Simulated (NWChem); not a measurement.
All runs are NWChem calculations. System: H$_{2}$BBr, charge 0, spin multiplicity 1, at a geometry optimised with B3LYP/def2-SVP. The structure started from a generated list of species. Level: G0W0@PBE/def2-SVPD, RI basis def2-svpd-rifit.

The NWChem input:

```
start mol
memory heap 200 mb stack 700 mb global 1700 mb
geometry units angstroms nocenter noautoz
  B      0.000000     0.000000     1.558949
  H     -1.058568     0.000000     2.122598
  H      1.058568     0.000000     2.122598
  Br     0.000000     0.000000    -0.343998
  symmetry group C2v
end
basis spherical
  * library def2-svpd
end
basis "ri basis" bse spherical
  * library def2-svpd-rifit
end
dft
  xc xpbe96 cpbe96
  iterations 100
  direct
  tolerances tight
end
task dft energy
gw
  states alpha occ 4 vir 2
end
task dft gw
```

Output (cleaned and shortened):

```
             Northwest Computational Chemistry Package (NWChem) 7.3.0
             --------------------------------------------------------

                                NWChem Input Module
                                -------------------

 Scaling coordinates for geometry "geometry" by  1.889725989
 (inverse scale =  0.529177249)

 Turning off AUTOSYM since
 SYMMETRY directive was detected!

                             Geometry "geometry" -> ""
                             -------------------------

 Output coordinates in angstroms (scale by  1.889725989 to convert to a.u.)

  No.       Tag          Charge          X              Y              Z
 ---- ---------------- ---------- -------------- -------------- --------------
    1 B                    5.0000     0.00000000     0.00000000     1.55894900
    2 H                    1.0000    -1.05856800     0.00000000     2.12259800
    3 H                    1.0000     1.05856800     0.00000000     2.12259800
    4 Br                  35.0000     0.00000000     0.00000000    -0.34399800

 Effective nuclear repulsion energy (a.u.)      67.1273683454

            Nuclear Dipole moment (a.u.)
            ----------------------------
        X                 Y               Z
 ---------------- ---------------- ----------------
     0.0000000000     0.0000000000     0.0000207870

      Symmetry information
      --------------------

 Group name             C2v
 Group number             16
 Group order               4
 No. of unique centers     3

      Symmetry unique atoms

     1    2    4


 Summary of "ao basis" -> "" (spherical)
 ------------------------------------------------------------------------------
       Tag                 Description            Shells   Functions and Types
 ---------------- ------------------------------  ------  ---------------------
 *                         def2-svpd                  on all atoms

 new library libraries.bse/

 Summary of "ri basis" -> "" (spherical)
 ------------------------------------------------------------------------------
       Tag                 Description            Shells   Functions and Types
 ---------------- ------------------------------  ------  ---------------------
 *                      def2-svpd-rifit               on all atoms

  pbe96 is a nonlocal functional; adding pw91lda local functional.

                                 NWChem DFT Module
                                 -----------------

 Summary of "ao basis" -> "ao basis" (spherical)
 ------------------------------------------------------------------------------
       Tag                 Description            Shells   Functions and Types
 ---------------- ------------------------------  ------  ---------------------
 B                         def2-svpd                 8       20   4s2p2d
 H                         def2-svpd                 4        8   2s2p
 Br                        def2-svpd                15       41   6s5p4d

 Summary of "ao basis" -> "ao basis" (spherical)
 ------------------------------------------------------------------------------
       Tag                 Description            Shells   Functions and Types
 ---------------- ------------------------------  ------  ---------------------
 B                         def2-svpd                 8       20   4s2p2d
 H                         def2-svpd                 4        8   2s2p
 Br                        def2-svpd                15       41   6s5p4d

      Symmetry analysis of basis
      --------------------------

        a1         35
        a2          8
        b1         19
        b2         15

            General Information
            -------------------
          SCF calculation type: DFT
          Wavefunction type:  closed shell.
          No. of atoms     :     4
          No. of electrons :    42
           Alpha electrons :    21
            Beta electrons :    21
          Charge           :     0
          Spin multiplicity:     1
          Use of symmetry is: on ; symmetry adaption is: on
          Maximum number of iterations: 100
          This is a Direct SCF calculation.
          AO basis - number of functions:    77
                     number of shells:    31
          Convergence on energy requested:  1.00D-06
          Convergence on density requested:  1.00D-05
          Convergence on gradient requested:  5.00D-04

              XC Information
              --------------
          PerdewBurkeErnzerhof Exchange Functional  1.000
            Perdew 1991 LDA Correlation Functional  1.000 local
           PerdewBurkeErnz. Correlation Functional  1.000 non-local

             Grid Information
             ----------------
          Grid used for XC integration:  medium
          Radial quadrature: Mura-Knowles
          Angular quadrature: Lebedev.
          Tag              B.-S. Rad. Rad. Pts. Rad. Cut. Ang. Pts.
          ---              ---------- --------- --------- ---------
          B                   0.85       49          11.0       434
          H                   0.35       45          11.0       434
          Br                  1.15      112          11.0       590
          Grid pruning is: on
          Number of quadrature shells:   206
          Spatial weights used:  Erf1

          Convergence Information
          -----------------------
          Convergence aids based upon iterative change in
          total energy or number of iterations.
          Levelshifting, if invoked, occurs when the
          HOMO/LUMO gap drops below (HL_TOL):  1.00D-02
          DIIS, if invoked, will attempt to extrapolate
[...]
 2-e energy   =    1082.888764
 HOMO         =      -0.345574
 LUMO         =      -0.029612

      Symmetry analysis of molecular orbitals - initial
      -------------------------------------------------

  Numbering of irreducible representations:

     1 a1          2 a2          3 b1          4 b2

  Orbital symmetries:

     1 a1          2 a1          3 a1          4 b1          5 b2
     6 a1          7 a1          8 a1          9 b1         10 b2
    11 a1         12 b1         13 b2         14 a1         15 a2
    16 a1         17 a1         18 b1         19 a1         20 b2
    21 b1         22 b2         23 a1         24 a1         25 b1
    26 b2         27 a1         28 a1         29 a2         30 a1
    31 b1

   convergence    iter        energy       DeltaE   RMS-Dens  Diis-err    time
 ---------------- ----- ----------------- --------- --------- ---------  ------
 d= 0,ls=0.0,diis     1  -2599.4113285487 -2.67D+03  1.48D-02  3.49D-01     1.4
 d= 0,ls=0.0,diis     2  -2599.3399350871  7.14D-02  1.11D-02  7.18D-01     2.1
 d= 0,ls=0.0,diis     3  -2599.4393883884 -9.95D-02  3.67D-03  5.35D-02     2.8
 d= 0,ls=0.0,diis     4  -2599.4491263158 -9.74D-03  8.88D-04  2.25D-03     3.5
 d= 0,ls=0.0,diis     5  -2599.4494906748 -3.64D-04  1.82D-04  2.56D-04     4.2
 d= 0,ls=0.0,diis     6  -2599.4495229351 -3.23D-05  2.19D-05  2.74D-06     5.0
 d= 0,ls=0.0,diis     7  -2599.4495232332 -2.98D-07  4.40D-06  1.37D-07     5.7

         Total DFT energy =    -2599.449523233226
      One electron energy =    -3748.696061295814
           Coulomb energy =     1177.750801665682
    Exchange-Corr. energy =      -95.631631948505
 Nuclear repulsion energy =       67.127368345411

 Numeric. integr. density =       41.999997974545

     Total iterative time =      5.1s

                  Occupations of the irreducible representations
                  ----------------------------------------------

                     irrep           alpha         beta
                     --------     --------     --------
                     a1               11.0         11.0
                     a2                1.0          1.0
                     b1                5.0          5.0
                     b2                4.0          4.0

                       DFT Final Molecular Orbital Analysis
                       ------------------------------------

 Vector   19  Occ=2.000000D+00  E=-3.444408D-01  Symmetry=a1
              MO Center= -5.9D-14, -8.0D-16,  6.9D-01, r^2= 2.8D+00
   Bfn.  Coefficient  Atom+Function         Bfn.  Coefficient  Atom+Function
  ----- ------------  ---------------      ----- ------------  ---------------
    51      0.417346  4 Br pz                 7      0.376975  1 B  pz
    54      0.366199  4 Br pz                48     -0.274262  4 Br pz
     3     -0.203046  1 B  s                 21     -0.182382  2 H  s
    29     -0.182382  3 H  s                 40     -0.090336  4 Br s
    45      0.089335  4 Br pz                41     -0.075506  4 Br s

 Vector   20  Occ=2.000000D+00  E=-3.004779D-01  Symmetry=b2
              MO Center= -8.2D-16,  1.6D-14, -1.0D-01, r^2= 1.7D+00
   Bfn.  Coefficient  Atom+Function         Bfn.  Coefficient  Atom+Function
  ----- ------------  ---------------      ----- ------------  ---------------
    53      0.524553  4 Br py                50      0.514383  4 Br py
    47     -0.337823  4 Br py                 6     -0.185076  1 B  py
    44      0.109857  4 Br py                 9      0.061734  1 B  py
    56      0.049250  4 Br py                69      0.028940  4 Br d -1

 Vector   21  Occ=2.000000D+00  E=-2.565421D-01  Symmetry=b1
              MO Center=  3.8D-15, -5.8D-16,  1.6D-01, r^2= 2.6D+00
   Bfn.  Coefficient  Atom+Function         Bfn.  Coefficient  Atom+Function
  ----- ------------  ---------------      ----- ------------  ---------------
    52      0.542895  4 Br px                49      0.498425  4 Br px
    46     -0.325543  4 Br px                 5      0.190165  1 B  px
    21      0.184849  2 H  s                 29     -0.184849  3 H  s
     8     -0.167657  1 B  px                43      0.105738  4 Br px
    55      0.067928  4 Br px                28      0.035449  2 H  pz

 Vector   22  Occ=0.000000D+00  E=-1.130860D-01  Symmetry=b2
              MO Center=  7.6D-16, -1.7D-14,  1.3D+00, r^2= 2.5D+00
   Bfn.  Coefficient  Atom+Function         Bfn.  Coefficient  Atom+Function
  ----- ------------  ---------------      ----- ------------  ---------------
     6      0.590121  1 B  py                 9     -0.383802  1 B  py
    53      0.276011  4 Br py                50      0.226519  4 Br py
    47     -0.141833  4 Br py                74     -0.096124  4 Br d -1
    69     -0.072421  4 Br d -1              17     -0.057726  1 B  d -1
    44      0.045824  4 Br py                59      0.038195  4 Br d -1

 Vector   23  Occ=0.000000D+00  E= 4.190567D-05  Symmetry=a1
              MO Center=  1.7D-14,  1.6D-14, -9.1D-01, r^2= 7.2D+00
   Bfn.  Coefficient  Atom+Function         Bfn.  Coefficient  Atom+Function
  ----- ------------  ---------------      ----- ------------  ---------------
     4      1.233755  1 B  s                 57     -0.895067  4 Br pz
     3     -0.620623  1 B  s                 10     -0.502868  1 B  pz
    40     -0.418715  4 Br s                 41     -0.344191  4 Br s
    18     -0.336314  1 B  d  0               7      0.293024  1 B  pz
    39      0.237228  4 Br s                 26      0.186586  2 H  px

 Vector   24  Occ=0.000000D+00  E= 7.032764D-03  Symmetry=a1
              MO Center=  1.5D-13,  6.2D-15,  1.7D+00, r^2= 8.6D+00
   Bfn.  Coefficient  Atom+Function         Bfn.  Coefficient  Atom+Function
  ----- ------------  ---------------      ----- ------------  ---------------
     4     -2.831454  1 B  s                  3      2.744484  1 B  s
    42      0.717203  4 Br s                 22     -0.601640  2 H  s
    30     -0.601640  3 H  s                 10      0.491737  1 B  pz
     2      0.424255  1 B  s                 26     -0.269203  2 H  px
    34      0.269203  3 H  px                54     -0.220884  4 Br pz

 center of mass
 --------------
 x =   0.00000000 y =   0.00000000 z =  -0.12300611

 moments of inertia (a.u.)
 ------------------
         160.343005437260           0.000000000000           0.000000000000
           0.000000000000         168.408858704214           0.000000000000
           0.000000000000           0.000000000000           8.065853266955

     Multipole analysis of the density
     ---------------------------------

     L   x y z        total         alpha         beta         nuclear
     -   - - -        -----         -----         ----         -------
     0   0 0 0     -0.000000    -21.000000    -21.000000     42.000000

     1   1 0 0      0.000000      0.000000      0.000000      0.000000
     1   0 1 0     -0.000000     -0.000000     -0.000000      0.000000
     1   0 0 1      0.141366      0.070672      0.070672      0.000021

     2   2 0 0    -19.907368    -13.955298    -13.955298      8.003228
     2   1 1 0      0.000000      0.000000      0.000000      0.000000
     2   1 0 1      0.000000      0.000000      0.000000      0.000000
     2   0 2 0    -18.673406     -9.336703     -9.336703      0.000000
     2   0 1 1      0.000000      0.000000      0.000000      0.000000
     2   0 0 2    -18.395953    -54.379379    -54.379379     90.362805

 Task  times  cpu:        5.7s     wall:        5.7s

                                NWChem Input Module
                                -------------------

                                 NWChem GW Module
                                 ----------------

                             ***********************
                             ***        GW       ***
                             ***********************

 Summary of "ri basis" -> "ri basis" (spherical)
 ------------------------------------------------------------------------------
       Tag                 Description            Shells   Functions and Types
 ---------------- ------------------------------  ------  ---------------------
 B                      def2-svpd-rifit             20       64   7s6p5d2f
 H                      def2-svpd-rifit              9       23   4s3p2d
 Br                     def2-svpd-rifit             37      143   11s10p8d5f3g

                 Memory Information
                 ------------------
          Available GA per process is          1700.0 MBs
          Available stack per process is        700.0 MBs
          Available heap per process is           0.0 MBs

          Peak memory in Initialization
              Peak GA per process is                  3.9 MBs
              Peak stack per process is               0.0 MBs
              Peak heap per process is                4.1 MBs
              Memory not in MA per process            0.0 MBs

          Peak memory in AFF Calculation
              Peak GA per process is                 16.2 MBs
              Peak stack per process is              10.6 MBs
              Peak heap per process is                0.0 MBs
              Memory not in MA per process           10.6 MBs

          Computing 2-center integrals
          Computing Inverse Cholesky factor
          Computing 3-center integrals
          Computing V_xc ...

          Computing Sigma_x
          Computing RPA polarizability
          Solving quasiparticle equations

                  Alpha Orbitals
          State     Energy (eV)     Error (eV)
          -----------------------------------
@GW        18        -12.660           0.004
@GW        19        -12.481           0.002
@GW        20        -10.763           0.002
@GW        21         -9.925           0.002
@GW        22          0.085           0.002
@GW        23          2.234           0.005

   Applying  -2.9446 eV scissor-shift to rest of particle states

   Applying   3.1626 eV scissor-shift to rest of hole states

     GW Timing Statistics
   ------------------------
   Init.   :          0.1s
     ERIs  :          0.6s
     Distr.:          0.0s
     Vxc   :          0.1s
   Sigma_x :          0.0s
   RPA     :          0.5s
   Wmn     :          0.0s
   Sigma_c :          0.0s
   GW total:          1.3s

 Task  times  cpu:        1.3s     wall:        1.3s

 Total times  cpu:        7.0s     wall:        7.0s
```
